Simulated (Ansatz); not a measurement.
Ansatz (a program for electronic structure) input:

Ansatz 0.2 input:
```yaml
crystal:
  periodic: [false, false, false]
  atoms:
    - {symbol: C, position_ang: [1.52204295, 0.76409418, 0.86245267]}
    - {symbol: C, position_ang: [0.51721036, 0.35322107, 0.22065803]}
    - {symbol: C, position_ang: [-0.50093923, -0.30584376, -0.24178175]}
    - {symbol: O, position_ang: [-1.42985533, -0.80778308, -0.74058882]}
    - {symbol: H, position_ang: [2.20895817, 1.59343571, 0.87673686]}
basis:
  gaussian:
    orbitals: cc-pVTZ
hamiltonian:
  xc: pbe
magnetization: {spin_polarized: true, initial_magnetization: 1}
correlation: {method: rpa, electrons: outside_noble_gas}
```

**Question.** What final total energy does it print?

**Answer.** -189.96841 Eh (RPA@PBE/cc-pVTZ). The basis has 134 functions.

It need not be the lowest isomer of its formula.
